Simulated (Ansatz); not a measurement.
Relaxation of CH4AlF2N (9 atoms, charge 0, multiplicity 1), to a largest force component of 0.02 eV/Å in at most 50 steps.

Theory: RKS PBE0-D4/cc-pVDZ in Ansatz 0.2.0.

```xyz
9
Properties=species:S:1:pos:R:3
C -0.030 -1.219 0.460
N -0.704 0.143 0.492
Al 0.048 1.305 -0.843
F -0.881 2.055 -2.106
F 1.853 1.629 -0.818
H -0.537 -1.806 1.224
H 1.041 -1.104 0.652
H -0.215 -1.633 -0.547
H -0.487 0.584 1.469
```

Where does it end, and by what steps?

The forces met the threshold. The force dipped under the threshold on the way, but the program's further checks kept it going. After 18 steps the energy has fallen by 1.083 eV; F5 moved furthest, 1.61 Å.

```json
{"step": "0", "energy less start (eV)": "0.0000", "largest force component (eV/Å)": "2.946", "accepted": "yes"}
{"step": "1", "energy less start (eV)": "-0.4663", "largest force component (eV/Å)": "1.742", "accepted": "yes"}
{"step": "2", "energy less start (eV)": "-0.4951", "largest force component (eV/Å)": "1.580", "accepted": "yes"}
{"step": "3", "energy less start (eV)": "-0.6405", "largest force component (eV/Å)": "0.824", "accepted": "yes"}
{"step": "4", "energy less start (eV)": "-0.7140", "largest force component (eV/Å)": "0.355", "accepted": "yes"}
{"step": "5", "energy less start (eV)": "-0.7648", "largest force component (eV/Å)": "0.858", "accepted": "yes"}
{"step": "6", "energy less start (eV)": "-0.8062", "largest force component (eV/Å)": "0.989", "accepted": "yes"}
{"step": "7", "energy less start (eV)": "-0.9382", "largest force component (eV/Å)": "0.540", "accepted": "yes"}
{"step": "8", "energy less start (eV)": "-0.9960", "largest force component (eV/Å)": "0.510", "accepted": "yes"}
{"step": "9", "energy less start (eV)": "-1.0408", "largest force component (eV/Å)": "0.234", "accepted": "yes"}
{"step": "10", "energy less start (eV)": "-1.0653", "largest force component (eV/Å)": "0.159", "accepted": "yes"}
{"step": "11", "energy less start (eV)": "-1.0742", "largest force component (eV/Å)": "0.099", "accepted": "yes"}
{"step": "12", "energy less start (eV)": "-1.0818", "largest force component (eV/Å)": "0.045", "accepted": "yes"}
{"step": "13", "energy less start (eV)": "-1.0791", "largest force component (eV/Å)": "0.242", "accepted": "no"}
{"step": "14", "energy less start (eV)": "-1.0811", "largest force component (eV/Å)": "0.152", "accepted": "no"}
{"step": "15", "energy less start (eV)": "-1.0828", "largest force component (eV/Å)": "0.016", "accepted": "yes"}
{"step": "16", "energy less start (eV)": "-1.0829", "largest force component (eV/Å)": "0.039", "accepted": "yes"}
{"step": "17", "energy less start (eV)": "-1.0815", "largest force component (eV/Å)": "0.093", "accepted": "no"}
{"step": "18", "energy less start (eV)": "-1.0832", "largest force component (eV/Å)": "0.007", "accepted": "yes"}
```

```xyz
9
Properties=species:S:1:pos:R:3
C 0.129 -1.133 0.621
N -0.400 0.195 0.368
Al 0.055 1.288 -0.941
F -0.661 2.803 -1.091
F 1.221 0.821 -2.060
H -0.654 -1.910 0.573
H 0.617 -1.206 1.609
H 0.885 -1.384 -0.137
H -1.104 0.480 1.040
```

Whether the end is a true minimum wasn't checked by a vibrational analysis.

Time of the run: 81 s on 2 threads of Arm Neoverse N1, on a shared host, peak memory 0.2 GiB.
